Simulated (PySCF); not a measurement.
**Electron correlation in Kr³⁴⁺ (krypton, charge +34)**

1s2, closed-shell 1S. Computed with PySCF 2.14 in an uncontracted even-tempered set (15 s from 50 bohr⁻², ratio 2.2; 7 p from 76 bohr⁻², ratio 2.4; 4 d from 230 bohr⁻², ratio 2.4; 3 f from 340 bohr⁻², ratio 2.4; 3 g from 520 bohr⁻², ratio 2.4), with no relativity, point nucleus. Frozen: nothing; 2 electrons correlated; the 11 highest virtual orbitals of each spin left out.

With two correlated electrons CCSD is exact within the correlated space (frozen core and kept virtual orbitals).

| level | correlation energy (mhartree) |
| --- | --- |
| CCSD | -45.71 |

Diagnostics: T1 = 1.7e-06, D1 = 0.0000, largest double amplitude 0.001.

Cost of the coupled-cluster step: roughly 7 core-seconds, for 2 correlated electrons.

At this charge a non-relativistic calculation is a model, useful for the Z dependence of the correlation energy.
